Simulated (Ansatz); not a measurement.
The pair A = HF (SMILES F) (first 2 atoms), B = CH4O (SMILES CO); geometry from B3LYP-D3(BJ)/def2-TZVP.
(charge 0, multiplicity 1):
```xyz
8

F      0.085     0.013     0.236
H     -0.216    -0.060     1.134
C      0.516     0.396     3.513
O     -0.553    -0.164     2.740
H      0.245     0.448     4.569
H      0.675     1.403     3.136
H      1.438    -0.178     3.394
H     -0.728    -1.064     3.035
```

Cores are frozen in the correlated methods. MP2 and its Hartree–Fock in aug-cc-pVQZ are density fitted.

Codes used: Ansatz (an electronic-structure program) with Gaussian orbitals. Each number belongs to the level named beside it.

The counterpoise-corrected interaction energy is E(AB) − E(A in the pair's basis) − E(B in the pair's basis). Total energies (hartree):

| level | AB | A in the pair's basis | B in the pair's basis |
|---|---|---|---|
| HF/aug-cc-pVTZ | -215.1641187 | -100.0586428 | -115.0917193 |
| MP2/aug-cc-pVTZ | -215.8861551 | -100.3406210 | -115.5295275 |
| HF/aug-cc-pVQZ | -215.1788560 | -100.0659673 | -115.0990985 |
| MP2/aug-cc-pVQZ | -215.9485581 | -100.3690392 | -115.5630638 |
| MP2/aug-cc-pVDZ | -215.6939356 | -100.2561054 | -115.4229667 |
| CCSD(T)/aug-cc-pVDZ | -215.7354071 | -100.2640545 | -115.4568149 |

### Question
Work out the counterpoise-corrected interaction energy at the basis-set limit: extrapolate the MP2 correlation part as X⁻³, take Hartree–Fock from the larger set, and add the CCSD(T) − MP2 difference of aug-cc-pVDZ.

### Answer

1. Differences (1 hartree = 627.509 kcal/mol): HF/aug-cc-pVTZ -8.632; MP2/aug-cc-pVTZ -10.044; HF/aug-cc-pVQZ -8.653; MP2/aug-cc-pVQZ -10.326; MP2/aug-cc-pVDZ -9.327; CCSD(T)/aug-cc-pVDZ -9.123.
2. Correlation parts, MP2 less HF: -1.412 in aug-cc-pVTZ (X = 3), -1.672 in aug-cc-pVQZ (X = 4).
3. Limit (4³·(-1.672) − 3³·(-1.412))/(4³ − 3³) = -1.862; with HF/aug-cc-pVQZ it gives -10.516.
4. CCSD(T) less MP2 in aug-cc-pVDZ: 0.204.
Result: -10.31 kcal/mol, against -10.04 at MP2/aug-cc-pVTZ. It is an estimate of this method's limit, not of the exact value.
